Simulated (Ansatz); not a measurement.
`[OH][Ti]([OH])([I])[I]`. Total charge 0; spin multiplicity 1. I takes the def2 core potential. Geometry: relaxed with PBE0-D4/def2-TZVP. It is one conformer, not always the lowest.

```xyz
7

O    -0.788   -0.987    0.817
Ti    0.107    0.284    0.005
O     0.674   -0.280   -1.567
I    -1.435    2.322   -0.289
I     2.105    0.959    1.478
H    -1.269   -1.198    1.618
H     0.605   -1.100   -2.061
```

(1) What is the dipole moment at B3LYP/def2-TZVPP? (An estimate is asked.)

(2) And with PBE, r2SCAN, ωB97M-V? (Estimate.)

(3) Give the Mulliken charges with B3LYP, ωB97M-V, r2SCAN in def2-TZVPP. (Estimate.)

Answers

(1) The calculation gave: 3.10 D, with components (-1.08, -2.90, -0.07) D in this frame, pointing from negative to positive charge.

(2) Computed: PBE 3.08 D, r2SCAN 3.19 D, ωB97M-V 3.37 D.

(3) Computed: 
```tsv
atom	B3LYP	ωB97M-V	r2SCAN
O1	-0.45	-0.41	-0.45
Ti2	0.76	0.60	0.74
O3	-0.44	-0.39	-0.44
I4	-0.14	-0.09	-0.14
I5	-0.14	-0.09	-0.14
H6	0.20	0.19	0.22
H7	0.20	0.19	0.21
```

B3LYP here is the variant with VWN-RPA as its local correlation; programs differ in this.
